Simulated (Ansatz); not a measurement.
One change: `O=[C]([SiH3])[AlH][OH]` becomes `COC(=O)[SiH3]`.

Ansatz, PBE0-D4/def2-TZVP geometries, multiplicity 1. Each molecule was computed in one conformer, which needn't be the lowest.

```
                                          property  `O=[C]([SiH3])[AlH][OH]`
               HOMO energy (B3LYP/def2-TZVPP) / eV                     -5.86
             HOMO–LUMO gap (B3LYP/def2-TZVPP) / eV                      3.42
    zero-point energy (PBE0-D4/def2-TZVP) / kJ/mol                     139.0
             HOMO energy (ωB97M-V/def2-TZVPP) / eV                     -8.23
size of the dipole moment (ωB97M-V/def2-TZVPP) / D                      2.55
                 LUMO energy (PBE/def2-TZVPP) / eV                     -3.26
```

(1) What does the change do to each property? (An estimate is asked.)

Answers

(1) Computed: 
```tsv
property	`COC(=O)[SiH3]`	shift
HOMO energy (B3LYP/def2-TZVPP) / eV	-7.57	-1.71
HOMO–LUMO gap (B3LYP/def2-TZVPP) / eV	6.67	3.25
zero-point energy (PBE0-D4/def2-TZVP) / kJ/mol	201.3	62.3
HOMO energy (ωB97M-V/def2-TZVPP) / eV	-10.15	-1.92
size of the dipole moment (ωB97M-V/def2-TZVPP) / D	1.75	-0.80
LUMO energy (PBE/def2-TZVPP) / eV	-1.69	1.57
```

With PBE0 the HOMO falls by 1.75 eV and the LUMO rises by 1.57 eV, so the gap widens by about 3.32 eV. PBE moves the HOMO by -1.48 eV and ωB97M-V by -1.92 eV. The zero-point energy changes by 62.3 kJ/mol with +3 modes. Dipoles are sizes alone; their direction can turn.

Positive LUMOs are unbound, so they and the gaps depend on the basis.

B3LYP here is the variant with VWN-RPA as its local correlation; programs differ in this.
